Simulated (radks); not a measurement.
Results of a calculation; reference values are marked as such.
All-electron atom: the aluminium ion Al3+ in 1s1 2s2 2p6 3d1 (not the ground configuration). Level of theory: Dirac Kohn-Sham, BLYP, spin-unpolarised, spherical densities, finite nucleus; open shells are shared between the two j in proportion to 2j + 1; Fermi nuclear charge, rms radius 3.061 fm (a radial shooting solver on a logarithmic mesh with Libxc functionals).

Normalised radial functions P(r) = r R(r) (large component), r in bohr:

| r | 2s1/2 | 2p3/2 | 3d3/2 |
|---|---|---|---|
| 0.007075 | 0.1661 | 0.0040 | 0.0000 |
| 0.01022 | 0.2297 | 0.0081 | 0.0000 |
| 0.01465 | 0.3095 | 0.0162 | 0.0000 |
| 0.02117 | 0.4079 | 0.0323 | 0.0001 |
| 0.03059 | 0.5147 | 0.0635 | 0.0002 |
| 0.04384 | 0.6049 | 0.1197 | 0.0004 |
| 0.06335 | 0.6377 | 0.2208 | 0.0012 |
| 0.0908 | 0.5457 | 0.3822 | 0.0031 |
| 0.1312 | 0.2524 | 0.6240 | 0.0081 |
| 0.1895 | -0.2611 | 0.9241 | 0.0198 |
| 0.2717 | -0.8621 | 1.1971 | 0.0444 |
| 0.3925 | -1.3015 | 1.3164 | 0.0938 |
| 0.5626 | -1.3016 | 1.1679 | 0.1790 |
| 0.8129 | -0.8828 | 0.7837 | 0.3147 |
| 1.175 | -0.3773 | 0.3633 | 0.4890 |
| 1.684 | -0.0914 | 0.1045 | 0.6322 |
| 2.432 | -0.0093 | 0.0142 | 0.6280 |
| 3.514 | -0.0003 | 0.0007 | 0.4127 |
| 5.037 | 0.0000 | 0.0000 | 0.1515 |
| 7.278 | 0.0000 | 0.0000 | 0.0225 |

2s1/2: eigenvalue -171.50 eV, 1 radial node at r = 0.160 bohr, <r> = 0.584 bohr, 90 % of the charge inside 0.918 bohr. 2p3/2: eigenvalue -135.60 eV, 0 radial nodes, <r> = 0.535 bohr, 90 % of the charge inside 0.896 bohr. 3d3/2: eigenvalue -21.170 eV, 0 radial nodes, <r> = 2.41 bohr, 90 % of the charge inside 3.73 bohr.
